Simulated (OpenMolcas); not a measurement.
Cu5+, Ag5+, Au5+: d6 down the group

```yaml
Program: OpenMolcas 26.06
Method: MS-CASPT2, IPEA 0.25 Eh, imaginary shift 0.1 Eh
Basis: ANO-R2
Scalar_Hamiltonian: X2C, finite nucleus
Spin-orbit_coupling: RASSI with atomic mean-field integrals over the reference wave functions, term energies averaged over their components
```

Active space for each ion: 6 electrons in 5 orbitals (d); closed shells correlated by CASPT2: Cu5+ 3s 3p; Ag5+ 4s 4p; Au5+ 5s 5p.

Computed levels in cm-1 above 5D4:

```
                               Level   Cu5+   Ag5+   Au5+
                                 5D3   1133   2560   9440
                                 5D1   2380   4770  13330
                                 5D0   2610   5210  13220
                                 3H6  31270  22570  25350
                                 3H5  31750  22850  40140
                              3P1(1)  33020  28670  48900
                              3P0(1)  34240  29490  72370
                              3F2(1)  34350  26290  30280
                                 3G5  38220  28820  24720
weight of 5D in the lowest level (%)    100     97     77
```

Mixed levels, with the weight of the term that names them: Ag5+ 3H5 (73 %), Ag5+ 3G5 (73 %), Au5+ 5D0 (70 %), Au5+ 3H5 (53 %), Au5+ 3P1(1) (65 %), Au5+ 3P0(1) (50 %), Au5+ 3F2(1) (61 %), Au5+ 3G5 (53 %).

Measured, with the error of the calculation in %. Measured levels: Cu5+ from Sugar and Musgrove, J. Phys. Chem. Ref. Data 19, 527 (1990); Ag5+ from the list in Gamrath, thesis, University of Mons (2023).

| Level | Cu5+ | Ag5+ |
| --- | --- | --- |
| 5D3 | 1196 (-5.2) | 2692 (-5.0) |
| 5D1 | 2490 (-4.6) | 4941 (-3.4) |
| 5D0 | 2733 (-4.5) | 5380 (-3.2) |
| 3H6 | 30418 (+2.8) | 21512 (+4.9) |
| 3H5 | 31009 (+2.4) | 21812 (+4.8) |
| 3P1(1) | 32685 (+1.0) | 28232 (+1.6) |
| 3P0(1) | 33868 (+1.1) |  |
| 3F2(1) | 33740 (+1.8) | 25306 (+3.9) |
| 3G5 | 37378 (+2.3) | 27958 (+3.1) |

The fine-structure level 5D0 changes by a factor of 5.07 from Cu5+ to Au5+.

Without spin-orbit coupling 3H lies 30700, 21290, 19490 cm-1 above 5D in that order; the difference to the level 3H6, of either sign, comes from spin-orbit coupling, which also lowers the zero.

CASPT2 does not keep the components of a term degenerate, so their means are used; among the terms shown or strongly mixed into the levels shown the widest spread is 980 cm-1 (5d6 1I, Au5+). Computed and measured levels are paired by configuration, term and J; levels that our copy of the source lacks, or whose pairing is in doubt (as where it misses far off the trend of its configuration), stay unpaired and out of the deviations. Levels of configurations outside the active space are missing.

A number in round brackets counts repeated terms of one configuration in the order of the reference energies.
